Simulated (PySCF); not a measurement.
# Pd+: excitation energy

Pd+ [Kr] 4d9 (2D) → Pd+ [Kr] 4d8 5p1 (high-spin determinant), as a difference of total energies. Calculation: PySCF 2.14, in def2-TZVPPD with the def2 core potential (28 electrons); scalar relativity through the core potential. Correlated levels: valence: 4s2 4p6 frozen; valence and next inner shell: nothing frozen outside the core potential. The calculations carry no spin-orbit coupling.

```json
{"method": "UHF", "excitation energy (eV)": "7.308"}
{"method": "LDA", "excitation energy (eV)": "8.692"}
{"method": "PBE", "excitation energy (eV)": "8.369"}
{"method": "PBE0", "excitation energy (eV)": "8.333"}
{"method": "r2SCAN", "excitation energy (eV)": "8.054"}
{"method": "BLYP", "excitation energy (eV)": "8.332"}
{"method": "r2SCANh", "excitation energy (eV)": "8.075"}
{"method": "B97-3", "excitation energy (eV)": "8.590"}
{"method": "BP86", "excitation energy (eV)": "8.359"}
{"method": "MP2 (valence)", "excitation energy (eV)": "8.690"}
{"method": "SCS-MP2 (valence)", "excitation energy (eV)": "8.706"}
{"method": "MP2 (valence and next inner shell)", "excitation energy (eV)": "8.697"}
{"method": "SCS-MP2 (valence and next inner shell)", "excitation energy (eV)": "8.606"}
```

**Question.** How much does correlation contribute at MP2 (valence and next inner shell)?

**Answer.** 8.697 − (7.308) = 1.389 eV, measured against UHF.

The determinant of the upper state mixes LS terms, which raises its energy above the lowest term, most at the Hartree-Fock and MP2 levels.
